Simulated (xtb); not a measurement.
Input file for xtb: GFN1-xTB on CH2FN (a complex), monomers drawn apart or pushed together.

```
$ xtb mol.xyz --gfn 1 --sp --chrg 0 --uhf 0
5

F     -0.04811267    -0.99302390    -0.13729845
H      0.03747627    -0.48044510     0.64394619
C      0.37778529     1.53987881     3.71119089
N      0.27136178     0.91264654     2.76208977
H      0.47724207     2.12586760     4.59779242
```

The head of its log:

```
[...]
           -------------------------------------------------
          |                Calculation Setup                |
           -------------------------------------------------



molecular fragmentation (1/2 indicates fragments):
11222
# atoms in fragment 1/2:     2     3
 fragment masses (1/2) :       20.01       27.03
CMA distance (Bohr)    :   7.610
constraining FC (au)   :  0.0500

           -------------------------------------------------
          |                 G F N 1 - x T B                 |
           -------------------------------------------------

        Reference                      10.1021/acs.jctc.7b00118
      * Hamiltonian:
        H0-scaling (s, p, d)           1.850000    2.250000    2.000000
        zeta-weighting                 0.000000
      * Dispersion:
        s8                             2.400000
        a1                             0.630000
        a2                             5.000000
        s9                             0.000000
      * Repulsion:
        kExp                           1.500000
        rExp                           1.000000
      * Coulomb:
        alpha                          2.000000
        third order                    atomic
        anisotropic                    false
      * Halogen bond correction:
        rad-scale                      1.300000
        damping                        0.440000


          ...................................................
          :                      SETUP                      :
          :.................................................:
          :  # basis functions                  16          :
          :  # atomic orbitals                  16          :
          :  # shells                           10          :
          :  # electrons                        18          :
          :  # halogen bonds                     0          :
          :  max. iterations                   250          :
          :  Hamiltonian                  GFN1-xTB          :
          :  restarted?                      false          :
          :  GBSA solvation                  false          :
          :  PC potential                    false          :
          :  electronic temp.          300.0000000     K    :
          :  accuracy                    1.0000000          :
          :  -> integral cutoff          0.2500000E+02      :
          :  -> integral neglect         0.1000000E-07      :
          :  -> SCF convergence          0.1000000E-05 Eh   :
          :  -> wf. convergence          0.2000000E-04 e    :
          :  Broyden damping             0.4000000          :
          :  net charge                          0          :
          :  unpaired electrons                  0          :
          ...................................................

 iter      E             dE          RMSdq      gap      omega  full diag
   1    -11.5775365 -0.115775E+02  0.661E+00    7.23       0.0  T
   2    -11.5825389 -0.500237E-02  0.380E+00    7.23       1.0  T
```

Question: Give the final energy of this run.

Answer: -11.4471 hartree.
